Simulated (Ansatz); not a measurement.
Isolated molecules relaxed with PBE0-D4/def2-TZVP in Ansatz; ΔE leaves out vibrations. CCSD(T)/CBS adds triple-zeta CCSD(T) − MP2 to the extrapolated MP2 energy (def2 sets, frozen cores). Functionals use def2-TZVPP. Each species was taken in one conformer, which may not be the lowest.

`B[SiH2]OCC` → `CB(C)O[SiH3]`  (isomerisation)

```tsv
species	r2SCANh-D4 energy (Eh)
`B[SiH2]OCC`	-471.11861
`CB(C)O[SiH3]`	-471.23773
```

**Question.** Work out ΔE.

**Answer.** ΔE = (-471.23773) − (-471.11861) = -0.11912 Eh = -3.24 eV. CCSD(T)/CBS gives -3.18 eV.

Largest T1 diagnostic among the species: 0.011.

From PBE to PBE0 (25 % exact exchange), in def2-TZVPP and without D4, ΔE moves by −0.04 eV. In def2-TZVPP, CCSD(T) changes the Hartree–Fock value by −0.06 eV (the triples alone add −0.01 eV) and MP2 by −0.19 eV.
